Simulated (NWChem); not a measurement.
Everything below was run with NWChem. System: tetraarsenic (As4), charge 0, spin multiplicity 1, optimised in this run. Level: PBE0/def2-SVP.

Input file:

```
start mol
memory heap 200 mb stack 900 mb global 1100 mb
geometry units angstroms
  As     1.193101     0.000000     0.843581
  As    -1.193101     0.000000     0.843581
  As     0.000000    -1.193055    -0.843581
  As     0.000000     1.193055    -0.843581
  symmetry group C2v
end
basis spherical
  * library def2-svp
end
dft
  xc pbe0
  semidirect memsize 60000000 filesize 0
  iterations 100
end
driver
  maxiter 80
end
task dft optimize
```

NWChem printed:

```
             Northwest Computational Chemistry Package (NWChem) 7.3.0
             --------------------------------------------------------

                                NWChem Input Module
                                -------------------

 Scaling coordinates for geometry "geometry" by  1.889725989
 (inverse scale =  0.529177249)

 Turning off AUTOSYM since
 SYMMETRY directive was detected!

          ------
          auto-z
          ------

                             Geometry "geometry" -> ""
                             -------------------------

 Output coordinates in angstroms (scale by  1.889725989 to convert to a.u.)

  No.       Tag          Charge          X              Y              Z
 ---- ---------------- ---------- -------------- -------------- --------------
    1 As                  33.0000     1.19310100     0.00000000     0.84358100
    2 As                  33.0000    -1.19310100     0.00000000     0.84358100
    3 As                  33.0000     0.00000000    -1.19305500    -0.84358100
    4 As                  33.0000     0.00000000     1.19305500    -0.84358100

 Effective nuclear repulsion energy (a.u.)    1449.0737113568

            Nuclear Dipole moment (a.u.)
            ----------------------------
        X                 Y               Z
 ---------------- ---------------- ----------------
     0.0000000000     0.0000000000     0.0000000000

      Symmetry information
      --------------------

 Group name             C2v
 Group number             16
 Group order               4
 No. of unique centers     2

      Symmetry unique atoms

     1    3


 Summary of "ao basis" -> "" (spherical)
 ------------------------------------------------------------------------------
       Tag                 Description            Shells   Functions and Types
 ---------------- ------------------------------  ------  ---------------------
 *                          def2-svp                  on all atoms

                           NWChem Geometry Optimization
                           ----------------------------

 maximum gradient threshold         (gmax) =   0.000450
 rms gradient threshold             (grms) =   0.000300
 maximum cartesian step threshold   (xmax) =   0.001800
 rms cartesian step threshold       (xrms) =   0.001200
 fixed trust radius                (trust) =   0.300000
 maximum step size to saddle      (sadstp) =   0.100000
 energy precision                  (eprec) =   5.0D-06
 maximum number of steps          (nptopt) =   80
 initial hessian option           (inhess) =    0
 line search option               (linopt) =    1
 hessian update option            (modupd) =    1
 saddle point option              (modsad) =    0
 initial eigen-mode to follow     (moddir) =    0
 initial variable to follow       (vardir) =    0
 follow first negative mode     (firstneg) =    T
 apply conjugacy                    (opcg) =    F
 source of zmatrix                         =   autoz

          -------------------
          Energy Minimization
          -------------------

 Names of Z-matrix variables
    1              2              3              4              5
    6              7              8              9             10
   11             12             13             14             15
   16             17             18             19             20
   21             22             23             24             25
   26             27             28             29             30

 Variables with the same non-blank name are constrained to be equal
[...]
  No.       Tag          Charge          X              Y              Z
 ---- ---------------- ---------- -------------- -------------- --------------
    1 As                  33.0000     1.21674854     0.00000000     0.86036132
    2 As                  33.0000    -1.21674854     0.00000000     0.86036132
    3 As                  33.0000     0.00000000    -1.21671227    -0.86036132
    4 As                  33.0000     0.00000000     1.21671227    -0.86036132

 Effective nuclear repulsion energy (a.u.)    1420.8735582649

            Nuclear Dipole moment (a.u.)
            ----------------------------
        X                 Y               Z
 ---------------- ---------------- ----------------
     0.0000000000     0.0000000000     0.0000000000

      Symmetry information
      --------------------

 Group name             C2v
 Group number             16
 Group order               4
 No. of unique centers     2

      Symmetry unique atoms

     1    3

                Final and change from initial internal coordinates
                --------------------------------------------------

                                Z-matrix (autoz)
                                --------

 Units are Angstrom for bonds and degrees for angles

      Type          Name      I     J     K     L     M      Value       Change
      ----------- --------  ----- ----- ----- ----- ----- ---------- ----------
    1 Stretch                  1     2                       2.43350    0.04730
    2 Stretch                  1     3                       2.43347    0.04738
    3 Stretch                  1     4                       2.43347    0.04738
    4 Stretch                  2     3                       2.43347    0.04738
    5 Stretch                  2     4                       2.43347    0.04738
    6 Stretch                  3     4                       2.43342    0.04731
    7 Bend                     1     2     3                59.99956    0.00123
    8 Bend                     1     2     4                59.99956    0.00123
    9 Bend                     1     3     2                60.00087   -0.00247
   10 Bend                     1     3     4                60.00055    0.00094
   11 Bend                     1     4     2                60.00087   -0.00247
   12 Bend                     1     4     3                60.00055    0.00094
   13 Bend                     2     1     3                59.99956    0.00123
   14 Bend                     2     1     4                59.99956    0.00123
   15 Bend                     2     3     4                60.00055    0.00094
   16 Bend                     2     4     3                60.00055    0.00094
   17 Bend                     3     1     4                59.99890   -0.00189
   18 Bend                     3     2     4                59.99890   -0.00189
   19 Torsion                  1     2     3     4         -70.52887   -0.00178
   20 Torsion                  1     2     4     3          70.52887    0.00178
   21 Torsion                  1     3     2     4          70.52887    0.00178
   22 Torsion                  1     3     4     2         -70.52940    0.00379
   23 Torsion                  1     4     2     3         -70.52887   -0.00178
   24 Torsion                  1     4     3     2          70.52940   -0.00379
   25 Torsion                  2     1     3     4          70.52887    0.00178
   26 Torsion                  2     1     4     3         -70.52887   -0.00178
   27 Torsion                  2     3     1     4         -70.52887   -0.00178
   28 Torsion                  2     4     1     3          70.52887    0.00178
   29 Torsion                  3     1     2     4         -70.52779    0.00332
   30 Torsion                  3     2     1     4          70.52779   -0.00332

 ==============================================================================
                                internuclear distances
 ------------------------------------------------------------------------------
       center one      |      center two      | atomic units |  angstroms
 ------------------------------------------------------------------------------
    2 As               |   1 As               |     4.59864  |     2.43350
    3 As               |   1 As               |     4.59858  |     2.43347
    3 As               |   2 As               |     4.59858  |     2.43347
    4 As               |   1 As               |     4.59858  |     2.43347
    4 As               |   2 As               |     4.59858  |     2.43347
    4 As               |   3 As               |     4.59851  |     2.43342
 ------------------------------------------------------------------------------
                         number of included internuclear distances:          6
 ==============================================================================

 ==============================================================================
                                 internuclear angles
 ------------------------------------------------------------------------------
        center 1       |       center 2       |       center 3       |  degrees
 ------------------------------------------------------------------------------
    1 As               |   3 As               |   2 As               |    60.00
    1 As               |   4 As               |   2 As               |    60.00
    3 As               |   1 As               |   4 As               |    60.00
    2 As               |   3 As               |   1 As               |    60.00
    2 As               |   4 As               |   1 As               |    60.00
    3 As               |   2 As               |   4 As               |    60.00
    1 As               |   3 As               |   2 As               |    60.00
    3 As               |   1 As               |   4 As               |    60.00
    3 As               |   2 As               |   4 As               |    60.00
    1 As               |   4 As               |   2 As               |    60.00
    4 As               |   1 As               |   3 As               |    60.00
    4 As               |   2 As               |   3 As               |    60.00
 ------------------------------------------------------------------------------
                            number of included internuclear angles:         12
 ==============================================================================

 Task  times  cpu:       31.2s     wall:       31.2s

 Total times  cpu:       31.2s     wall:       31.2s
```
